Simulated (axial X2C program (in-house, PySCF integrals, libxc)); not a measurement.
**Which molecule has these constants?**

All values come from calculations with an axial X2C code built on PySCF integrals, spin-free (one-electron X2C) or two-component (2c: spin–orbit coupling with atomic mean-field Coulomb and Gaunt terms, which also bring small scalar terms), in Dyall basis sets with cores contracted in-house; open shells are unrestricted.

A two-component PBE0 calculation in a Dyall 3-zeta basis gave Re = 2.803 Å, ωe = 167.6 cm⁻¹, dipole magnitude 4.14 D, Ω = 7/2.

Question: Which molecule is it?
A. NaOs
B. NaRu
C. NaFe

Answer: C. The others have NaRu 2.763 Å and 195.1 cm⁻¹ (Ω = 3/2); NaOs 2.799 Å and 202.9 cm⁻¹ (Ω = 7/2).

Each entry is the lowest single determinant of a limited PBE0 search at one distance. De goes to single-determinant-based atoms at the same level (for ions the charge split of lowest energy) and is withheld (n/a) where an atom does not fit its ground term or J level. Main or longest-lived isotopes. One determinant is a doubtful description, or other states lie close, for NaFe, NaRu, NaOs; these need not be ground states, and all values refer to the states named. With several unpaired electrons the Ω given is that of one determinant, not necessarily of the lowest component. The functionals have no current term, which raises determinants with orbital currents. Where the atoms have a lower orbital projection than the molecule, De at mean-field level may be about a tenth of an eV too small.
